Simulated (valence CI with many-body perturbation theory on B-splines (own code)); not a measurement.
# Cs24+: calculated level list

Method: relativistic CI+MBPT: three valence electrons over a frozen Dirac-Fock core [Ar] 3d10, radial functions for each j: 11 s, 11 p, 9 d, 7 f, 5 g, 2 h, 1 i, with the one-electron correlation potential Σ1, the two-electron term Σ2, the three-electron term Σ3, Breit, model QED; selected CI, second order for the rest (own B-spline code, finite nucleus).

No measured levels were compared; by estimate levels hold to about 250 cm⁻¹ or 0.2 % of their energy and the worst to 1 %, as in measured heavy ions of charge 2 to 7; those with d or f electrons hold less well.

Levels 46 to 71 of 71, with energies above the lowest level, (4s^2 4p1/2) J=1/2. "Leading %" is the weight of the configuration and term that name the level; weights of strongly mixed levels are sums over their largest components and can fall short. In the jj column 3d3/2^4 stands for four electrons in 3d with j = 3/2. Lifetimes count E1, E2, E3, M1 and M2 decay at the calculated energies, and are blank where another channel may lead or the interval is too uncertain; long ones can be off by a factor of two.

```tsv
No.	Configuration	Term	J	E (eV)	Leading %	g	Lifetime	Leading jj
46	4p2 4d	2P	3/2	233.34	35	0.984	10.3 ps	4p1/2 4p3/2 4d3/2 (92 %)
47	4p2 4d	2G	7/2	233.46	34	1.083	26.0 ps	4p1/2 4p3/2 4d3/2 (84 %)
48	4p2 4d	4D	1/2	233.76	83	0.130	11.4 ps	4p1/2 4p3/2 4d3/2 (98 %)
49	4p2 4d	4F	7/2	235.97	42	1.299	18.8 ps	4p1/2 4p3/2 4d5/2 (96 %)
50	4p2 4d	2G	9/2	238.29	51	1.213	24.5 ps	4p1/2 4p3/2 4d5/2 (93 %)
51	4p2 4d	2P	3/2	239.62	38	1.183	6.85 ps	4p1/2 4p3/2 4d5/2 (78 %)
52	4p2 4d	4D	5/2	239.83	26	1.214	7.18 ps	4p1/2 4p3/2 4d5/2 (76 %)
53	4p2 4d	2G	7/2	243.12	40	1.059	10.4 ps	4p1/2 4p3/2 4d5/2 (65 %)
54	4p2 4d	2D	5/2	243.23	39	1.339	3.24 ps	4p1/2 4p3/2 4d5/2 (47 %)
55	4p2 4d	4P	3/2	243.66	45	1.392	3.10 ps	4p1/2 4p3/2 4d3/2 (73 %)
56	4p2 4d	4P	1/2	244.21	45	1.927	3.19 ps	4p1/2 4p3/2 4d3/2 (85 %)
57	4p2 4d	2D	5/2	246.99	40	1.082	3.73 ps	4p1/2 4p3/2 4d5/2 (48 %)
58	4p2 4d	2D	3/2	249.73	74	0.866	6.69 ps	4p1/2 4p3/2 4d5/2 (76 %)
59	4p2 4d	2P	1/2	250.37	74	0.903	4.33 ps	4p1/2 4p3/2 4d5/2 (79 %)
60	4p2 4d	4D	7/2	254.63	47	1.279	14.7 ps	4p3/2^2 4d5/2 (90 %)
61	4p2 4d	4F	9/2	255.27	47	1.226	21.5 ps	4p3/2^2 4d5/2 (83 %)
62	4p2 4d	2P	1/2	256.20	58	1.060	4.86 ps	4p3/2^2 4d3/2 (51 %)
63	4p2 4d	2D	3/2	257.31	41	1.163	3.23 ps	4p3/2^2 4d3/2 (86 %)
64	4p2 4d	2D	5/2	257.65	26	1.211	3.29 ps	4p3/2^2 4d3/2 (67 %)
65	4p2 4d	2F	7/2	259.25	47	1.102	3.77 ps	4p3/2^2 4d3/2 (52 %)
66	4s 4p 4f	4G	5/2	260.76	64	0.737	5.66 ps	4s 4p1/2 4f5/2 (82 %)
67	4s 4p 4f	4G	7/2	261.71	35	1.134	6.61 ps	4s 4p1/2 4f7/2 (70 %)
68	4s 4p 4f	4F	3/2	262.98	56	0.525	6.89 ps	4s 4p1/2 4f5/2 (62 %)
69	4s 4p 4f	4G	9/2	263.93	35	1.218	8.29 ps	4s 4p1/2 4f7/2 (78 %)
70	4s 4p 4f	4F	5/2	264.13	30	1.021	6.15 ps	4s 4p1/2 4f5/2 (51 %)
71	4p2 4d	2S	1/2	264.56	45	1.972	3.49 ps	4p3/2^2 4d5/2 (53 %)
```
